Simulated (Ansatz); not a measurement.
Wavefunction ladder for CH7NO3Zr (`C[O][Zr]([NH2])([OH])[OH]`)

| atom | x (Å) | y (Å) | z (Å) |
| --- | --- | --- | --- |
| C1 | 0.8492 | 1.0714 | 2.0008 |
| O2 | 0.4149 | 0.7233 | 0.7319 |
| Zr3 | -0.2631 | -0.1420 | -0.8495 |
| N4 | -0.7662 | -2.0830 | -0.4456 |
| O5 | -1.8856 | 0.7630 | -1.3961 |
| O6 | 1.1469 | -0.1847 | -2.1764 |
| H7 | 0.0457 | 0.9535 | 2.7371 |
| H8 | 1.1789 | 2.1166 | 2.0220 |
| H9 | 1.6912 | 0.4430 | 2.3139 |
| H10 | -1.6740 | -2.4044 | -0.1400 |
| H11 | -0.1518 | -2.8805 | -0.5303 |
| H12 | -2.4703 | 1.4915 | -1.5794 |
| H13 | 1.8843 | 0.1324 | -2.6884 |

Charge 0, multiplicity 1. Correlated methods include outer-core shells of Zr, which these sets cover unevenly. Zr: def2 effective core potential. The structure was optimised at the PBE0-D4/def2-TZVP level. It is one conformer, not always the lowest. Frozen core, restricted reference, Ansatz 0.2.0.

```csv
basis,HF (Eh),MP2 corr.,CCSD corr.,(T),CCSD(T) total
def2-SVP,-367.48685,-1.12910,-1.16141,-0.03349,-368.68175
def2-TZVPP,-367.89257,-1.46860,-1.48432,-0.05978,-369.43667
def2-QZVPP,-367.91258,-1.60603,–,–,–
```
